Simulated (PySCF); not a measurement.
Compound: C₄H₂Cl₃NO.
SMILES with atom numbers: `[NH2:1][C:2](=[O:3])[C:4]#[C:5][C:6]([Cl:7])([Cl:8])[Cl:9]` (hydrogens: H10, H11 on N1)

Geometry (GFN2-xTB, Å), atoms numbered from 1 in this order:
```
atom  x, y, z in Å
N1    -2.4119    0.5149   -0.5118
C2    -1.6257   -0.5844   -0.5123
O3    -1.9955   -1.6944   -0.8031
C4    -0.2518   -0.2966   -0.1202
C5     0.9043   -0.1743    0.1910
C6     2.2714    0.0313    0.5679
Cl7    2.6595   -0.9416    2.0137
Cl8    2.5441    1.7576    0.9436
Cl9    3.3534   -0.4468   -0.7692
H10   -2.0616    1.4213   -0.2585
H11   -3.3808    0.4158   -0.7670
```

The closed-shell SCF was solved with PySCF and density fitting under several settings on one GFN2-xTB geometry (grid level 2 and gas phase unless stated).

```tsv
settings	basis functions	SCF cycles	E (Eh)	HOMO (eV)	LUMO (eV)	dipole (D)
PBE0/pcSseg-1	184	16	-1663.2653	-8.27	-1.97	3.82
PBE0/def2-SVPD	220	17	-1662.7528	-8.33	-2.09	3.78
wB97X/pcSseg-1, start guess huckel	184	16	-1663.9601	-10.75	0.16	3.83
BP86/pcSseg-1, IEF-PCM acetone	184	18	-1664.2075	-6.81	-2.88	4.89
```

Q: Estimate the rows for these settings: (1) BP86/def2-SVP, start guess vsap; (2) BHandHLYP/pcSseg-1, grid level 1, fitting basis def2-universal-jkfit; (3) KT2/6-311G**, IEF-PCM dimethylsulfoxide, damping 0.1 at the start, DIIS from the seventh cycle.

A: 
| settings | basis functions | SCF cycles | E (Eh) | HOMO (eV) | LUMO (eV) | dipole (D) |
| --- | --- | --- | --- | --- | --- | --- |
| BP86/def2-SVP, start guess vsap | 148 | 17 | -1663.6197 | -6.41 | -2.62 | 3.67 |
| BHandHLYP/pcSseg-1, grid level 1, fitting basis def2-universal-jkfit | 184 | 12 | -1663.8586 | -9.76 | -0.88 | 3.86 |
| KT2/6-311G**, IEF-PCM dimethylsulfoxide, damping 0.1 at the start, DIIS from the seventh cycle | 198 | 24 | -1679.2403 | -6.75 | -2.75 | 4.90 |

Q: Over all rows, what range does the HOMO–LUMO gap span?

A: From 3.79 eV (BP86/def2-SVP, start guess vsap) to 10.91 eV (wB97X/pcSseg-1, start guess huckel). The functional of the narrowest has no exact exchange, that of the widest range-separated exact exchange.

Q: And the dipole moment?

A: From 3.67 D (BP86/def2-SVP, start guess vsap) to 4.90 D (KT2/6-311G**, IEF-PCM dimethylsulfoxide, damping 0.1 at the start, DIIS from the seventh cycle); the largest is 1.34 times the smallest, and the median is 3.83 D.

Q: Compare two rows with the functional PBE0: PBE0/pcSseg-1 and PBE0/def2-SVPD. Which energy is lower, and by how much?

A: PBE0/pcSseg-1 (184 functions) lies 0.5125 Eh or 322 kcal/mol below PBE0/def2-SVPD (220 functions). The smaller set gives the lower energy; the two sets aren't nested, so the variational bound doesn't order them by size.

Cycle counts include a coarse-grid stage where the run had one. All basis functions are spherical, in the Pople sets too. KT2 was designed for NMR shieldings or shifts; total energies of different functionals aren't comparable. Geometry: GFN2-xTB, one conformer.
